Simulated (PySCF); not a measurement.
# Magnetic susceptibility: `C=N[C@H](C)CB(F)F`, C4H8BF2N

Geometry:
```tsv
atom	x (Å)	y (Å)	z (Å)
C1	-1.116	1.522	0.900
N2	-0.302	0.636	0.545
C3	-0.301	-0.135	-0.682
C4	-0.838	-1.536	-0.416
C5	1.228	-0.095	-0.820
B6	1.345	0.402	0.736
F7	1.905	1.600	1.057
F8	1.558	-0.529	1.702
H9	-2.010	1.753	0.326
H10	-0.917	2.091	1.796
H11	-0.881	0.350	-1.477
H12	-0.287	-1.986	0.405
H13	-1.895	-1.503	-0.159
H14	-0.711	-2.146	-1.306
H15	1.553	0.642	-1.548
H16	1.662	-1.058	-1.068
```

Computed with GIAO PBE/pcSseg-1 magnetisability, rotational g tensor and spin-rotation constants, non-relativistic, gas phase in PySCF. Geometry: GFN2-xTB.

Q: How diamagnetic is it, and how anisotropic?

A: Isotropic -1087 × 10⁻³⁰ J/T², or -65.4 × 10⁻⁶ cm³/mol; principal values -1205, -1033, -1022 × 10⁻³⁰ J/T², anisotropy 178 × 10⁻³⁰ J/T² (root of half the summed squared differences of the principal values). The susceptibility is in cgs units.

Q: Split it along the inertial axes a, b, c into diamagnetic and paramagnetic parts about the centre of mass, with the quadrupole moment.

A: 
| axis | χ (10⁻⁶ cm³/mol) | diamagnetic (10⁻⁶ cm³/mol) | paramagnetic (10⁻⁶ cm³/mol) | summed x² of all electrons (Å²) | quadrupole Θ (D Å) |
| --- | --- | --- | --- | --- | --- |
| a | -65.5 | -526.6 | 461.1 | 125.7 | -5.17 |
| b | -62.0 | -724.5 | 662.5 | 79.1 | +8.50 |
| c | -68.8 | -868.9 | 800.0 | 45.0 | -3.33 |

Anisotropies 2χaa − χbb − χcc = -0.2 and 2χbb − χaa − χcc = +10.4 × 10⁻⁶ cm³/mol. Θ is traceless in Buckingham's convention.

Q: And the rotational g tensor?

A: 
| axis | rotational constant (GHz) | g | nuclear part | electronic part |
| --- | --- | --- | --- | --- |
| a | 2.7796 | -0.0173 | 0.5848 | -0.6021 |
| b | 1.8553 | -0.0216 | 0.5558 | -0.5775 |
| c | 1.5193 | -0.0078 | 0.5632 | -0.5710 |

Asymmetric top; isotopes 11B, 12C, 19F, 1H, 14N; no vibrational averaging.
